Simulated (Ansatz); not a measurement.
One change: `[OH][SnH2][F]` becomes `[NH2][SnH]([OH])[F]`.

Ansatz, PBE0-D4/def2-TZVP geometries, multiplicity 1. Each molecule was computed in one conformer, which needn't be the lowest.

Elements past krypton have def2 core potentials.

```
                                          property  `[OH][SnH2][F]`
size of the dipole moment (ωB97M-V/def2-TZVPP) / D             2.40
                 LUMO energy (PBE/def2-TZVPP) / eV            -1.61
              HOMO–LUMO gap (PBE0/def2-TZVPP) / eV             8.32
             LUMO energy (ωB97M-V/def2-TZVPP) / eV             1.00
               LUMO energy (B3LYP/def2-TZVPP) / eV            -1.02
                LUMO energy (PBE0/def2-TZVPP) / eV            -0.65
```

Task: What does the change do to each property? (An estimate is asked.)

Result: Ansatz gave: 
```csv
property,`[NH2][SnH]([OH])[F]`,shift
size of the dipole moment (ωB97M-V/def2-TZVPP) / D,1.30,-1.10
LUMO energy (PBE/def2-TZVPP) / eV,-1.78,-0.17
HOMO–LUMO gap (PBE0/def2-TZVPP) / eV,7.25,-1.07
LUMO energy (ωB97M-V/def2-TZVPP) / eV,1.06,0.06
LUMO energy (B3LYP/def2-TZVPP) / eV,-1.17,-0.15
LUMO energy (PBE0/def2-TZVPP) / eV,-0.80,-0.15
```

With PBE0 the HOMO rises by 0.92 eV and the LUMO falls by 0.15 eV, so the gap narrows by about 1.07 eV. PBE moves the HOMO by 0.75 eV and ωB97M-V by 0.92 eV. The zero-point energy changes by 48.6 kJ/mol with +6 modes. Dipoles are sizes alone; their direction can turn.

B3LYP here is the variant with VWN-RPA as its local correlation; programs differ in this.
